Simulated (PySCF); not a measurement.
Ionisation energy of P(2+) by level of theory

P(2+) [Ne] 3s2 3p1 (2P) → P(3+) [Ne] 3s2 (1S), as a difference of total energies. All numbers are calculated (PySCF 2.14, scalar relativity by spin-free X2C-1e, in x2c-QZVPPall with one added diffuse shell each of s, p, d, f type (10s7p5d3f1g, 86 functions)). Correlated levels: valence: [Ne] frozen. The calculations carry no spin-orbit coupling.

```csv
method,ionisation energy (eV)
UHF,29.580
MP2 (valence),29.912
SCS-MP2 (valence),29.905
CCSD (valence),30.026
CCSD(T) (valence),30.058
```

Task: How much does correlation contribute at CCSD(T) (valence)?

Result: 30.058 − (29.580) = 0.478 eV, measured against UHF.

The reference lies between the lowest fine-structure levels, while these numbers refer to the centres of the terms.

Errors of the correlated levels include the incompleteness of this basis and the frozen core.

For comparison: 30.203 eV (measured; NIST Atomic Spectra Database, ionization energies).
